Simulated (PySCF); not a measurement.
Induced dipoles and field energies

PhOCF3, C7H5F3O.
Numbering: `[F:1][C:2]([F:3])([F:4])[O:5][c:6]1[cH:7][cH:8][cH:9][cH:10][cH:11]1` (hydrogens: H12 on C7; H13 on C8; H14 on C9; H15 on C10; H16 on C11)

Geometry (PBE0-D3(BJ)/def2-SVP, Å), atoms numbered from 1 in this order:
```
atom  x, y, z in Å
F1     2.3936   -1.7519    0.5530
C2     2.6235   -0.4481    0.3987
F3     2.5766    0.1074    1.6101
F4     3.8400   -0.2926   -0.0846
O5     1.7675    0.1261   -0.4634
C6     0.4017    0.1301   -0.2598
C7    -0.3333    0.7319   -1.2799
C8    -1.7190    0.7961   -1.1828
C9    -2.3720    0.2611   -0.0725
C10   -1.6236   -0.3361    0.9382
C11   -0.2327   -0.4089    0.8582
H12    0.2007    1.1419   -2.1387
H13   -2.2922    1.2682   -1.9841
H14   -3.4601    0.3107    0.0043
H15   -2.1239   -0.7574    1.8132
H16    0.3338   -0.8788    1.6610
```

Level: PBE0/def2-SVPD (PySCF); nuclei fixed, core orbitals frozen in the response. Permanent dipole (-2.095, 0.283, -0.170) D (1 au = 2.5417 D). Static polarisability (au):

```
x   110.31  -5.52   1.38
y    -5.52  64.02 -15.06
z     1.38 -15.06  83.70
```

Only the terms in μ and α are kept: μ(F) = μ + αF and ΔE = −μ·F − ½ F·αF.

Q: What do fields of 0.257 V/Å (0.005 au) along the six axis directions do?

A: 
```csv
field along,induced x (D),induced y (D),induced z (D),total size (D),−μ·F (kJ/mol),−½F·αF (kJ/mol)
+x,1.402,-0.070,0.018,0.741,+10.820,-3.620
−x,-1.402,0.070,-0.018,3.520,-10.820,-3.620
+y,-0.070,0.814,-0.191,2.454,-1.462,-2.101
−y,0.070,-0.814,0.191,2.093,+1.462,-2.101
+z,0.018,-0.191,1.064,2.263,+0.878,-2.747
−z,-0.018,0.191,-1.064,2.492,-0.878,-2.747
```

Q: For the field (0.0020, -0.0040, -0.0015) au, what is the induced dipole, and what angle does it make with the field?

A: αF = (0.612, -0.622, -0.159) D, at 19.2° to the field. The polarisability along this direction, F·αF/F², is 69.81 au, against a mean of 86.01 au.

Q: At what field along the permanent dipole would the induced dipole along it equal the permanent one, in this linear picture?

A: The polarisability along the dipole is 111.31 au, so F = 0.8344 au / 111.31 au = 0.0075 au = 0.39 V/Å; higher-order terms are ignored.

Q: What field makes μF equal to kT at 400 K?

A: kT = 1.2667 × 10⁻³ Eh, so F = 0.00152 au = 7.81 MV/cm.

Q: Induction energy −ᾱe²/2R⁴ of a unit charge at 7 Å, the molecule taken as a point?

A: R = 13.23 bohr, so the energy is −86.0/(2 × 13.23⁴) Eh = -3.69 kJ/mol. The charge–dipole term at its most favourable orientation, −μe/R², is -12.5 kJ/mol.

One conformer (not necessarily the lowest) at the PBE0-D3(BJ)/def2-SVP geometry, without solvent, vibrations or thermal averaging.
